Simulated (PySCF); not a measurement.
# Multinuclear NMR of C$_{5}$H$_{7}$N$_{3}$O

Mapped SMILES: `[CH3:1][c:2]1[n:3][n:4][n:5]([CH3:6])[c:7]1[CH:8]=[O:9]`. Hydrogens are named by the atom that carries them.

No solvent model, single conformer, non-relativistic Hamiltonian, averaged over atoms made equivalent by symmetry, fast rotation or ring inversion. GFN2-xTB geometry; NMR shieldings at PBE0/pcSseg-1/GIAO; PySCF 2.14.

Question: Predict the $^{15}$N NMR data.

Answer: 
| atoms | environment | σ (ppm) | δ (ppm) |
| --- | --- | --- | --- |
| N4 | pyridine-type nitrogen of an azole | -146.8 | -12.8 |
| N3 | pyridine-type nitrogen of an azole | -113.8 | -43.2 |
| N5 | pyrrole-type ring nitrogen | 1.2 | -149.2 |

Shieldings were converted by a linear fit to measured shifts: $^{15}$N (scatter 6.3 ppm rms vs CH3NO2, solution or neat liquid). Occasional misses reach two or three times the rms, and more in compound classes unlike the fitted ones.

On a 500 MHz spectrometer $^{15}$N resonates near 50.7 MHz, so 1 ppm is 50.7 Hz.

Question: Predict the $^{17}$O NMR data.

Answer: 
| atoms | environment | σ (ppm) | δ (ppm) |
| --- | --- | --- | --- |
| O9 | aldehyde oxygen | -314.4 | 553.1 |

Shieldings were converted by a linear fit to measured shifts: $^{17}$O: δ = 266.70 − 0.911σ (rms 10.7 ppm, 155 shifts, 12.2 ppm with the 3 outliers that the fit left out vs liquid water, solution or neat liquid). Occasional misses reach two or three times the rms, and more in compound classes unlike the fitted ones.

On a 500 MHz spectrometer $^{17}$O resonates near 67.8 MHz, so 1 ppm is 67.8 Hz.
